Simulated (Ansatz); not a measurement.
Tl3Cl3⁺, relaxed as a doublet with UKS PBE-D4/def2-SVP in Ansatz, starting from the GFN2-xTB geometry. Force threshold 0.02 eV/Å.

In the def2 sets Tl takes a core potential; there is no spin–orbit coupling. In the doublet, Cl4 and Cl6 lie 2.67 Å apart (atoms count from 1), so these atoms are partly bonded to each other. Another isomer (doublet) lies 0.11 eV lower at PBE0-D4/def2-TZVP; other spin states weren't run for this one.

Start:

```csv
atom,x (Å),y (Å),z (Å)
Tl1,-2.360,1.079,1.003
Tl2,1.848,1.948,-0.823
Tl3,-0.009,-2.042,-1.174
Cl4,1.800,-0.586,0.681
Cl5,-0.705,0.779,-1.298
Cl6,-0.573,-1.179,1.610
```

```csv
step,energy (eV),largest force component (eV/Å),SCF passes
1,-51627.6173,0.379,19
2,-51627.6916,0.195,20
3 (rejected),-51627.6909,0.245,20
4,-51627.7003,0.018,21
5,-51627.7010,0.009,20
6,-51627.7013,0.009,22
```

Force components are those of the run's own axes.

End:

```xyz
6

Tl   -2.408    0.998    0.983
Tl    1.889    1.897   -0.838
Tl   -0.040   -2.042   -1.185
Cl    1.875   -0.598    0.734
Cl   -0.768    0.924   -1.394
Cl   -0.548   -1.178    1.699
```

By distances, no bond broke or formed. The bond that changes most is Tl3–Cl5, from 2.91 to 3.06 Å (atoms count from 1).

The force fell under the threshold at step 4, but the optimiser went on. No frequencies were taken in this run, so the end may be a saddle point.

Hardware: 4 threads of Arm Neoverse V2 on a shared host. Wall time 15 s.
